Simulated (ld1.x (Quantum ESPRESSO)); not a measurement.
## Before and after: ultrasoft potential for phosphorus (P)

* Element: P (Z = 15)
* Generator: ld1.x (Quantum ESPRESSO) 7.5
* Type: ultrasoft
* Functional: PW91
* Relativity: scalar-relativistic
* Frozen core: [Ne]
* Valence charge: 5
* Reference configuration: 3s2 3p3
* Partial waves: 3s (bound): rcut 1.30, rcutus 1.75 bohr; 3s channel at -0.65 Ry: rcut 1.30, rcutus 1.75 bohr; 3p (bound): rcut 1.60, rcutus 1.75 bohr; 3p channel at 0.05 Ry: rcut 1.60, rcutus 1.75 bohr; 3d channel at 0.35 Ry: rc 1.75 bohr
* Local potential: the d channel
* Core correction: Bessel-smoothed model core inside 1.05 bohr
* Augmentation charge: built from norm-conserving waves at rcut, not smoothed further

All-electron outer shells of the reference configuration (PW91, scalar-relativistic, ld1.x):

```csv
shell,level (eV),outermost node (bohr),outermost maximum (bohr)
2s,-174.06,0.14,0.42
2p,-124.67,–,0.36
3s,-14.02,0.65,1.58
3p,-5.55,0.64,1.83
```

Change: waves 3p (bound): rcut 1.60, rcutus 2.60 bohr; 3p channel at 0.05 Ry: rcut 1.60, rcutus 2.60 bohr.

Cutoffs: the cutoffs (Ry, on a coarse ladder) from which the occupation-weighted sum of valence levels, in a spherical-Bessel basis at the reference potential, stays within 10 and 1 mRy of its value at 400 Ry; they do not see the model core or the augmentation charge, which bear on the density cutoff. Errors are all-electron minus pseudo energies relative to the spin-unpolarised reference configuration.

**Question.** How do hardness, ghosts and transferability respond?

**Answer.** The potential gets softer (12 Ry and 21 Ry → 10 Ry and 12 Ry); of the 7 tests that both files solve, the error grows in 0 and shrinks in 1 by more than 15 % and 0.3 meV (median size 2.2 → 2.0 meV); neither file shows a bound ghost. A larger radius leaves more room for a smooth pseudo-wave, so fewer plane waves are needed.

```csv
quantity,base,changed
"cutoff, loose",12 Ry,10 Ry
"cutoff, tight",21 Ry,12 Ry
loose cutoff by channel (10 mRy a level),"s 6 Ry, p 10 Ry","s 6 Ry, p 8 Ry"
bound ghosts,none,none
"error for 3s2 3p2, meV [ΔE 9.78 eV]",+0.7,+0.7
"error for 3s2 3p1, meV [ΔE 28.98 eV]",+9.9,+10
"error for 3s2 3p0, meV [ΔE 58.80 eV]",+45,+45
"error for 3s1 3p0, meV [ΔE 110.90 eV]",+110,+110
"error for 3s1 3p4, meV [ΔE 8.54 eV]",-2.2,-2.0
"error for 3s1 3p3, meV [ΔE 18.90 eV]",-1.5,-1.2
"error for 3s2 3p3.3, meV [ΔE -1.32 eV]",+0.1,+0.1
lowest overlap eigenvalue by channel,"s 0.36, p 0.67","s 0.36, p 0.89"
```
